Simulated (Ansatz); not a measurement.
One change: `[F][Ge]([F])([F])[SeH]` becomes `[F][Sn]([F])([F])[SeH]`.

Ansatz, PBE0-D4/def2-TZVP geometries, multiplicity 1. Each molecule was computed in one conformer, which needn't be the lowest.

Elements past krypton have def2 core potentials. Scalar relativity is left out up to krypton.

```csv
property,`[F][Ge]([F])([F])[SeH]`
LUMO energy (PBE0/def2-TZVPP) / eV,-1.68
HOMO energy (PBE/def2-TZVPP) / eV,-7.12
HOMO–LUMO gap (ωB97M-V/def2-TZVPP) / eV,10.94
zero-point energy (PBE0-D4/def2-TZVP) / kJ/mol,40.5
HOMO–LUMO gap (B3LYP/def2-TZVPP) / eV,6.10
LUMO energy (ωB97M-V/def2-TZVPP) / eV,0.37
```

Give the same properties after the change, and the shifts. (An estimate is asked.)

Ansatz gave: 
| property | `[F][Sn]([F])([F])[SeH]` | shift |
| --- | --- | --- |
| LUMO energy (PBE0/def2-TZVPP) / eV | -2.99 | -1.31 |
| HOMO energy (PBE/def2-TZVPP) / eV | -7.29 | -0.17 |
| HOMO–LUMO gap (ωB97M-V/def2-TZVPP) / eV | 9.77 | -1.17 |
| zero-point energy (PBE0-D4/def2-TZVP) / kJ/mol | 36.5 | -4.0 |
| HOMO–LUMO gap (B3LYP/def2-TZVPP) / eV | 4.97 | -1.13 |
| LUMO energy (ωB97M-V/def2-TZVPP) / eV | -0.96 | -1.33 |

With PBE0 the HOMO falls by 0.17 eV and the LUMO falls by 1.31 eV, so the gap narrows by about 1.14 eV. PBE moves the HOMO by -0.17 eV and ωB97M-V by -0.16 eV.

B3LYP here is the variant with VWN-RPA as its local correlation; programs differ in this.

Spin–orbit coupling is left out; it splits and shifts lone-pair levels of the heavy atoms by tenths of an eV.
